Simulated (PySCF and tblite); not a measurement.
The numbers below are computed, except where a source is named.
C₈H₈GeO₂S₂, numbered as in [CH3:1][O:2][C:3](=[O:4])[c:5]1[cH:6][s:7][c:8]2[c:9]([GeH3:10])[cH:11][s:12][c:13]12: conformational analysis

The ensemble was built from 90 distance-geometry starts (ETKDG and KDG, UFF, GFN2-xTB) and rests on GFN2-xTB geometries. Weights use B3LYP-D3(BJ)/def2-SVP energies plus GFN2-xTB zero-point and thermal terms (modes under about 100 cm⁻¹ blended into free rotors). Symmetry numbers and mirror images are counted. Conformers within 2.5 kcal/mol (GFN2-xTB free energy) were kept, 3 at most. GIAO shieldings: wB97X-D/6-31G*. (PySCF 2.14, tblite 0.8.)

Torsions listed: C1–O2–C3–O4, O2–C3–C5–C6.

```csv
conformer,shape,symmetry,E(GFN2) kcal/mol,E(DFT) kcal/mol,G(298.15 K) kcal/mol,weight %,dipole D
1,"0°, 1°",Cs,0.58,0.00,0.00,55.9,1.54
2,"0°, 180°",Cs,0.00,0.14,0.14,44.1,1.81
```

Weights (%) against temperature:

```tsv
T (K)	1	2	S(mix) cal/mol/K
250	57.0	43.0	1.36
298.15	55.9	44.1	1.36
350	55.2	44.8	1.37
```

Coordinates of conformer 1 (Å):

```xyz
21

C    -4.551    0.083   -0.438
O    -3.287    0.262    0.184
C    -2.224   -0.113   -0.546
O    -2.303   -0.576   -1.657
C    -0.958    0.109    0.161
C    -0.805    0.614    1.424
S     0.837    0.736    1.925
C     1.373    0.097    0.411
C     2.640   -0.189   -0.148
Ge    4.322    0.104    0.765
C     2.477   -0.691   -1.405
S     0.829   -0.826   -1.927
C     0.303   -0.189   -0.419
H    -5.290    0.460    0.265
H    -4.724   -0.974   -0.648
H    -4.594    0.639   -1.377
H    -1.585    0.923    2.091
H     4.367   -0.695    2.024
H     4.464    1.545    1.124
H     5.445   -0.302   -0.127
H     3.254   -0.999   -2.078
```

The minima are those of GFN2-xTB; planar forms about aryl–S or allylic bonds may be saddles in DFT. Spin–orbit effects of the heavy atoms on shieldings are missing.

Search and properties took 4.9 min on 1 thread of Arm Neoverse V1, shared host (rough), launched as `OMP_NUM_THREADS=1 python ens_run.py task.json out`.


Conformer gaps in def2-SVP on xTB geometries can be 2 kcal/mol too large for S=O, P=O and other polar bonds.